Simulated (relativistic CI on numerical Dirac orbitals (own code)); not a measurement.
# Ni3+ in a cubic cluster: 2p photoemission with charge transfer

Computed with a charge-transfer multiplet model of a cubic metal-ligand cluster with up to 2 ligand holes, Slater and spin-orbit integrals from Dirac-Coulomb-Breit ions, Slater integrals scaled by 0.8. The ground state mixes d7 with configurations of k ligand holes L, whose averages lie at kΔ + k(k − 1)U_dd/2; a core hole lowers each added d electron by U_cd. 300 K, Lorentzian 0.6 eV and Gaussian 0.8 eV FWHM.

Atomic integrals in eV (Slater integrals scaled, ζ unscaled), ground: F2dd 10.578, F4dd 6.603, zeta_d 0.089; with the core hole: F2dd 11.936, F4dd 7.492, zeta_d 0.124, zeta_core 11.400, F2cd 7.214, G1cd 5.576, G3cd 3.173.

Cluster parameters (eV): Δ = 3.8, U_cd = 6.9, 10Dq = 1.45, 10Dq(ligand) = 1.4, V(eg) = 2.1, V(t2g) = -1.04, final-state hopping factor = 0.8.

```tsv
Case	n_d	d7	d8L	d9L2	S
U_dd = 5.3 eV	7.24	0.77	0.22	0.01	1.35
U_dd = 6 eV	7.23	0.78	0.21	0.01	1.38
U_dd = 6.7 eV	7.23	0.78	0.21	0.01	1.40
U_dd = 7.4 eV	7.22	0.79	0.21	0.01	1.41
U_dd = 8.1 eV	7.22	0.79	0.20	0.01	1.42
```

Weights, n_d and S are thermal averages at 300 K. Binding energies count from the first peak over 30 % of the highest in each spectrum, which can be another peak from case to case. The parameters are a model scan and need not match a compound or its usual spin state. Peaks in eV (height, largest 100):
- U_dd = 5.3 eV: 0.0 (100), 4.1 (44), 5.7 (52), 19.2 (59), 24.4 (32)
- U_dd = 6 eV: 0.0 (100), 3.9 (42), 5.8 (49), 19.2 (60), 24.4 (30)
- U_dd = 6.7 eV: 0.0 (100), 3.9 (42), 6.0 (47), 9.9 (14), 19.3 (61), 24.6 (28)
- U_dd = 7.4 eV: 0.0 (100), 3.8 (41), 5.9 (46), 10.3 (13), 19.3 (62), 24.5 (26)
- U_dd = 8.1 eV: 0.0 (100), 3.8 (41), 6.0 (45), 10.5 (12), 19.3 (63), 24.6 (25)

Curve for U_dd = 7.4 eV (points under 2 left out, the grid thinned):

| E (eV) | Intensity |
| --- | --- |
| -3.7 | 2.0 |
| -3.0 | 3.0 |
| -2.2 | 5.5 |
| -1.5 | 13.5 |
| -0.8 | 48.6 |
| 0.0 | 100.0 |
| 0.7 | 75.7 |
| 1.4 | 66.3 |
| 2.2 | 54.9 |
| 2.9 | 42.4 |
| 3.6 | 40.8 |
| 4.4 | 37.5 |
| 5.1 | 38.7 |
| 5.8 | 45.1 |
| 6.6 | 35.2 |
| 7.3 | 22.3 |
| 8.0 | 17.2 |
| 8.8 | 13.9 |
| 9.5 | 12.1 |
| 10.2 | 12.6 |
| 11.0 | 10.1 |
| 11.7 | 6.2 |
| 12.5 | 4.0 |
| 13.2 | 3.5 |
| 13.9 | 2.8 |
| 14.7 | 2.0 |
| 15.8 | 2.4 |
| 16.5 | 4.2 |
| 17.3 | 10.4 |
| 18.0 | 23.1 |
| 18.7 | 51.2 |
| 19.5 | 60.3 |
| 20.2 | 40.8 |
| 20.9 | 24.7 |
| 21.7 | 12.1 |
| 22.4 | 10.4 |
| 23.1 | 13.7 |
| 23.9 | 21.5 |
| 24.6 | 26.2 |
| 25.3 | 19.6 |
| 26.1 | 11.3 |
| 26.8 | 7.0 |
| 27.5 | 4.0 |
| 28.3 | 2.6 |
| 29.0 | 2.0 |

For the case U_dd = 6 eV, Δ = 3.8 eV is smaller than U_dd = 6 eV, the charge-transfer side of the Zaanen-Sawatzky-Allen scheme. With the core hole the average of the configuration with one ligand hole lies at Δ − U_cd = -3.1 eV before mixing: the effective hopping of about 2.4 eV (from the holes of the mixed ground state) is comparable with this gap or larger, so the configurations mix strongly.
